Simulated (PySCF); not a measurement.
Compound: C₆H₇F₂S (doublet state).
Structure used (GFN2-xTB), in Å, numbered top down from 1:
```xyz
16
C6H7F2S angstrom
C     -2.535   -0.953   -0.662
C     -1.645   -0.297    0.143
C     -2.094    0.794    1.081
C     -0.324   -0.627    0.158
C      0.941   -0.764    0.016
S      1.907    0.206   -1.201
C      3.366    0.473   -0.139
F      3.166    1.483    0.732
F      4.428    0.806   -0.885
H     -3.579   -0.696   -0.656
H     -2.214   -1.730   -1.331
H     -1.750    1.759    0.712
H     -1.675    0.644    2.073
H     -3.178    0.810    1.150
H      1.573   -1.465    0.539
H      3.605   -0.435    0.439
```

The hyperfine couplings belong to this conformer and change with its torsions.

The species is `C=C(C)/[C]=C\SC(F)F` [radical].

Method: PySCF 2.14.0, UKS B3LYP, pcH-1 on C F H S, non-relativistic, mean-field spin-orbit, GIAO. The structure is a single GFN2-xTB conformer in the gas phase; no vibrational or solvent corrections. The geometry wasn't refined by DFT: couplings that depend on bond lengths, twists or pyramidal angles can differ widely from those at the functional's own minimum. No stability test was run, so a lower SCF solution isn't excluded. ⟨S²⟩ is 0.778 where a pure state has 0.75.

Problem. Give the principal g shifts and their parts.

Solution. 
| Δg (ppm) | 1 | 2 | 3 |
| --- | --- | --- | --- |
| relativistic mass correction | -158 | -158 | -158 |
| gauge correction | 36 | 0 | 21 |
| orbital Zeeman/spin–orbit | -1383 | 297 | 749 |
| total | -1504 | 139 | 613 |

So g = 2.00082, 2.00246, 2.00293 and g_iso = 2.00207; the tensor is rhombic: the two nearest values differ by 22 % of g3 − g1. Axes: g3 points within 5° of the C2–C3 bond.

Problem. At 9.482 GHz, how far is the centre of the isotropic spectrum from where a free electron (g = 2.002319) resonates?

Solution. B = hν/(g μB) with μB/h = 13.99624 MHz/mT gives 338.34 mT for the free electron and 338.38 mT at g_iso, 0.04 mT higher.

Problem. What effective moment and Curie constant follow for a powder?

Solution. With the mean of g² = 4.0083 and S(S+1) = 0.75: μ_eff = √(⟨g²⟩S(S+1)) = 1.734 μB and χT = 0.12505·⟨g²⟩·S(S+1) = 0.376 cm³ K/mol (cgs; spin-Hamiltonian part alone).

Problem. Average each term over the three axes. Which is largest in size?

Solution. The mass correction -158, the orbital-Zeeman/spin–orbit term -112 and the gauge correction 19 ppm, for a total of -251 ppm. The mass correction is the largest in size. The mass correction is the same along every axis, so the anisotropy comes from the other two: their spans along these axes are 36 (gauge) and 2132 ppm (orbital Zeeman/spin–orbit).

Problem. In a frozen sample, at which fields do the three g values resonate at 9.5, 34, 94 and 263 GHz (hyperfine left aside), and which band first spreads them over more than twice a line width of 0.3 mT?

Solution. 
| band | GHz | B(g3) mT | B(g2) mT | B(g1) mT | spread mT |
| --- | --- | --- | --- | --- | --- |
| X | 9.5 | 338.88 | 338.96 | 339.24 | 0.36 |
| Q | 34.0 | 1212.83 | 1213.12 | 1214.12 | 1.28 |
| W | 94.0 | 3353.13 | 3353.92 | 3356.68 | 3.55 |
| J | 263.0 | 9381.62 | 9383.84 | 9391.55 | 9.93 |

The spread grows in proportion to the frequency. Q band is the first where it exceeds 0.6 mT.

The largest Mulliken spin populations are on C1 (+0.64), C4 (+0.63), C2 (-0.24) and C5 (-0.11). The positive populations add up to 1.42 and the negative ones to -0.42, together 2S = 1. The angles at C1 add up to 360.0°, so it is planar.

The HOMO–LUMO gaps are 5.37 eV among the α and 3.86 eV among the β orbitals.
